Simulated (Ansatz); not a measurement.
Stepwise reaction of `F[Si](F)(Br)Br` with hydrogen chloride, as a gas-phase model of exchange steps in deposition or etching. ΔE in kJ/mol; ΔG adds harmonic PBE0-D4 terms to CCSD(T)/CBS, at 1 bar.

Calculated with Ansatz (gas phase, PBE0-D4/def2-TZVP geometries, no zero-point term in ΔE). CBS: MP2 limit from def2 TZ/QZ plus the TZ coupled-cluster correction, frozen cores. This one scheme is used for every species. Functionals use def2-TZVPP. B3LYP here is the variant with VWN-RPA as its local correlation; programs differ in this. For Br outer-core shells are correlated without core-valence functions, which leaves a few kJ/mol of doubt a bond. Scalar relativity is left out up to krypton.

```
step                                         reaction  PBE-D4  B3LYP-D4  ωB97M-V  CCSD(T)/CBS  ΔG(500 K)
   2  `F[Si](F)(Cl)Br` + HCl → `F[Si](F)(Cl)Cl` + HBr    -6.6      -8.7     -9.1         -6.2       -4.3
```

(1) Give the row of step 1, `F[Si](F)(Br)Br` + HCl → `F[Si](F)(Cl)Br` + HBr. (An estimate is asked.)

(2) By hand: ΔE of the 2 steps together at CCSD(T)/CBS.

Results:

(1) The calculation gave: 
```csv
step,reaction,PBE-D4,B3LYP-D4,ωB97M-V,CCSD(T)/CBS,ΔG(500 K)
1,`F[Si](F)(Br)Br` + HCl → `F[Si](F)(Cl)Br` + HBr,-6.1,-8.2,-8.7,-5.9,-9.8
```

(2) (-5.9) + (-6.2) = -12.1 kJ/mol, or -6.1 kJ/mol a step.

In ΔE the steps differ by no more than 0.3 kJ/mol. All are downhill at CCSD(T)/CBS. ΔG lies between -9.8 and -4.3 kJ/mol a step. PBE-D4 differs from CCSD(T)/CBS by -0.4 to -0.2 kJ/mol a step. Isolated molecules leave out the surface, adducts and barriers. Largest T1 diagnostic: 0.010.
